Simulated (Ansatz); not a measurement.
C₄H₁₂ClNSi (SMILES CC(C)(C)N[SiH2]Cl), singlet, geometry from GFN2-xTB, with bond 8-1 at 1.4 times its length; CASSCF(2,2)/STO-3G in Ansatz (a program for electronic structure).

Input for Ansatz:
Ansatz 0.2 input:
```yaml
crystal:
  periodic: [false, false, false]
  atoms:
    - {symbol: Si, position_ang: [1.41990713, 0.70952930, 0.21251514]}
    - {symbol: Cl, position_ang: [1.96421585, -0.46345870, -1.35870553]}
    - {symbol: N, position_ang: [0.00324410, 0.18404296, 1.00938955]}
    - {symbol: C, position_ang: [-1.32101553, -0.09217460, 0.46760370]}
    - {symbol: C, position_ang: [-2.34872604, 0.17908686, 1.57178243]}
    - {symbol: C, position_ang: [-1.59632727, 0.82428594, -0.72126982]}
    - {symbol: C, position_ang: [-1.40812415, -1.55819982, 0.02322126]}
    - {symbol: H, position_ang: [1.17005260, 2.57992009, -0.57177155]}
    - {symbol: H, position_ang: [2.47352375, 0.63046775, 1.21578371]}
    - {symbol: H, position_ang: [0.12098580, -0.26734900, 1.90373611]}
    - {symbol: H, position_ang: [-2.17944486, -0.47886426, 2.42209181]}
    - {symbol: H, position_ang: [-2.26765571, 1.20912913, 1.91067368]}
    - {symbol: H, position_ang: [-3.35698350, 0.01021862, 1.20301626]}
    - {symbol: H, position_ang: [-2.60803605, 0.66552636, -1.08580789]}
    - {symbol: H, position_ang: [-0.90235121, 0.61740901, -1.53121150]}
    - {symbol: H, position_ang: [-1.49028496, 1.86425007, -0.42423106]}
    - {symbol: H, position_ang: [-1.21772865, -2.22175431, 0.86453406]}
    - {symbol: H, position_ang: [-0.66644964, -1.75685250, -0.74620197]}
    - {symbol: H, position_ang: [-2.39493490, -1.77860681, -0.37566367]}
basis:
  gaussian:
    orbitals: STO-3G
hamiltonian:
  xc: hf
magnetization: {spin_polarized: false}
correlation: {active_space: {window: {electrons: 2, orbitals: 2}}}
```

Output, abridged:

```
Functional definition: HF
726 factors; integrals over basis functions are off by at most 3.4e-5 eV
mean field evaluation 1: about -25862.3872 eV, gradient 2.4e1 eV
mean field evaluation 2: about -25862.7759 eV, gradient 2.4e1 eV
mean field evaluation 4: about -25865.1935 eV, gradient 1.5e0 eV
mean field evaluation 8: about -25865.2019 eV, gradient 2.7e-2 eV
mean field -25865.20185832 eV, -950.5286362297 hartree, gradient 2.7e-6 eV, S^2 0.000000; 0 other end points of the search recorded, 0 dependent functions left out
reference -25865.20185832 eV, -950.5286362297 hartree; 37, 37 occupied and 18, 18 virtual orbitals, 726 factors
state -25866.37307106 eV, -950.5716775039 hartree
Total energy: -25866.37307106 eV, -950.5716775039 hartree
```
